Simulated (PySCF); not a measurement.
Predicted microwave data (PBE0-D3(BJ)/def2-SVP geometry optimisation, gas phase (PySCF)) for one isomer of C5H3N3Se:

```
Rotational constants : A = 3313, B = 628.3, C = 528.1 MHz
Dipole components    : |μa| = 2.19 D, |μb| = 0.12 D, |μc| = 0.00 D
Inertial defect      : 0.00 u·Å²
κ                    : -0.93
```

Question: Which candidate fits, each taken in the one conformer that was computed?
A. `[H]/[N:9]=[CH:8]/[c:7]1[c:3]([C:2]#[N:1])[cH:4][se:5][n:6]1` with N6–C7–C8–N9 180°
B. `[N:1]#[C:2]/[CH:3]=[N:4]/[c:5]1[cH:6][cH:7][n:8][se:9]1` with C3–N4–C5–C6 180°

Answer: B. It is N#C/C=N/c1ccn[se]1, a near-prolate asymmetric top, point group Cs. The candidates at the same level (rigid rotor, commonest isotopes):

```json
{"SMILES": "[H]/N=C/c1n[se]cc1C#N", "A (MHz)": "2300", "B (MHz)": "817.1", "C (MHz)": "602.9", "μa (D)": "3.65", "μb (D)": "1.59", "μc (D)": "0.00", "Δ (u·Å²)": "0.00", "point group": "Cs", "rotor": "asymmetric top"}
{"SMILES": "N#C/C=N/c1ccn[se]1", "A (MHz)": "3313", "B (MHz)": "628.3", "C (MHz)": "528.1", "μa (D)": "2.19", "μb (D)": "0.12", "μc (D)": "0.00", "Δ (u·Å²)": "0.00", "point group": "Cs", "rotor": "near-prolate asymmetric top"}
```

`[H]/N=C/c1n[se]cc1C#N` has A 31 % too low. In the right answer the mirror of this Cs structure is the ab plane, so μc vanishes by symmetry (the 0.01 D computed is a residue). No structure here is proved a minimum.
